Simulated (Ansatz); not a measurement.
Relative stability

Two relaxed structures of CH$_{2}$SiTe, singlet (PBE0-D4/def2-TZVP; forces vanish, vibrations not checked).

A:

C1  (-0.533, -0.738, -0.356)
Si2  (0.547, 0.728, 0.129)
Te3  (0.763, -1.401, 1.282)
H4  (-1.584, -0.756, -0.079)
H5  (-0.336, -1.278, -1.278)
(Å)

B:

```csv
atom,x (Å),y (Å),z (Å)
C1,-0.7165,-0.3890,-0.2565
Si2,0.4953,0.6892,0.0881
Te3,0.9601,-1.5793,0.7909
H4,-1.6354,-0.8292,-0.5983
H5,0.8964,2.1083,-0.0243
```

Computed with Ansatz 0.2.0 (basis: def2-TZVPP); correlated methods freeze the cores. Filled d shells of the heavier atoms are correlated. Core potentials replace the inner electrons of the atoms past krypton. The def2 sets are not built for correlating such inner shells, so the correlated values are less sure here. B3LYP uses VWN-RPA correlation.

**Question.** Which structure is lower at CCSD(T), and by how much? (An estimate is asked for; the value comes from the calculation.)

**Answer.** Computed: A, by 50.53 kcal/mol (electronic energy, against the other). By their contacts, A is CH₂SiTe ([CH2]1[Si][Te]1) and B is CH₂SiTe ([CH]1[SiH][Te]1).

All methods give the same order:

```json
{"method": "PBE-D4", "E(B) − E(A) (kcal/mol)": "49.98"}
{"method": "r2SCAN-D4", "E(B) − E(A) (kcal/mol)": "49.55"}
{"method": "PBE0-D4", "E(B) − E(A) (kcal/mol)": "51.85"}
{"method": "B3LYP-D4", "E(B) − E(A) (kcal/mol)": "50.86"}
{"method": "wB97M-V", "E(B) − E(A) (kcal/mol)": "52.91"}
{"method": "HF", "E(B) − E(A) (kcal/mol)": "54.95"}
{"method": "MP2", "E(B) − E(A) (kcal/mol)": "50.02"}
{"method": "CCSD", "E(B) − E(A) (kcal/mol)": "52.01"}
{"method": "CCSD(T)", "E(B) − E(A) (kcal/mol)": "50.53"}
```

The T1 diagnostic stays at or below 0.018. The restricted Hartree–Fock reference is unstable towards an unrestricted one at one or more of these structures.

Labels in which every atom is bracketed show which atoms are joined, not bond orders.

For scale, one of the runs: CCSD(T)/def2-TZVPP, 151 basis functions, launched by `ansatz run in.yaml --threads 2 --pin off --events-out ev --progress --plain --max-ram 4352MiB`. Time: 34 s of wall clock on 2 CPU threads of an Arm Neoverse V1; the host was shared. Peak host memory: 1.1 GiB.
